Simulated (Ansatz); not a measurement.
Relaxation of BH9N2OSi (14 atoms, charge 0, multiplicity 1), to a largest force component of 0.03 eV/Å in at most 50 steps.

Level of theory: Ansatz 0.2.0, RKS PBE/def2-SVP.

```xyz
14
Properties=species:S:1:pos:R:3
B 0.181 -0.307 0.193
N 0.213 -0.550 1.671
H -0.589 -0.998 2.114
H 1.090 -0.758 2.151
N 1.360 -0.164 -0.567
H 2.290 -0.077 -0.158
H 1.322 0.141 -1.538
H -0.903 -0.347 -0.355
O -0.316 2.234 0.626
Si -1.807 2.975 0.381
H -2.865 2.014 -0.103
H -2.325 3.627 1.640
H -1.587 4.028 -0.664
H -0.260 1.633 1.413
```

Where does it end, and by what steps?

It converged. The force dipped under the threshold on the way, but the program's further checks kept it going. After 18 steps the energy has fallen by 0.291 eV; H7 moved furthest, 1.06 Å.

| step | energy less start (eV) | largest force component (eV/Å) | accepted |
| --- | --- | --- | --- |
| 0 | 0.0000 | 1.580 | yes |
| 1 | -0.1180 | 1.193 | yes |
| 2 | -0.1877 | 1.049 | yes |
| 3 | -0.2387 | 0.711 | yes |
| 4 | -0.2658 | 0.531 | yes |
| 5 | -0.2792 | 0.167 | yes |
| 6 | -0.2824 | 0.059 | yes |
| 7 | -0.2833 | 0.036 | yes |
| 8 | -0.2845 | 0.071 | yes |
| 9 | -0.2854 | 0.096 | yes |
| 10 | -0.2865 | 0.059 | yes |
| 11 | -0.2879 | 0.017 | yes |
| 12 | -0.2890 | 0.040 | yes |
| 13 | -0.2894 | 0.064 | yes |
| 14 | -0.2899 | 0.047 | yes |
| 15 | -0.2905 | 0.026 | yes |
| 16 | -0.2910 | 0.030 | yes |
| 17 | -0.2911 | 0.046 | yes |
| 18 | -0.2914 | 0.029 | yes |

```xyz
14
Properties=species:S:1:pos:R:3
B 0.296 -0.608 0.083
N 0.138 -0.116 1.431
H -0.694 -0.387 1.958
H 0.944 0.013 2.050
N 1.536 -0.616 -0.584
H 2.412 -0.276 -0.186
H 1.615 -0.876 -1.565
H -0.699 -0.994 -0.503
O -0.334 2.612 0.742
Si -1.920 3.119 0.624
H -2.733 2.317 -0.370
H -2.662 3.050 1.945
H -1.895 4.553 0.175
H -0.200 1.660 1.005
```

Whether the end is a true minimum wasn't checked by a vibrational analysis.

Time of the run: 29 s on 4 threads of Intel(R) Xeon(R) Platinum 8259CL CPU @ 2.50GHz (Skylake/Cascade Lake), on a shared host, peak memory 0.18 GiB.
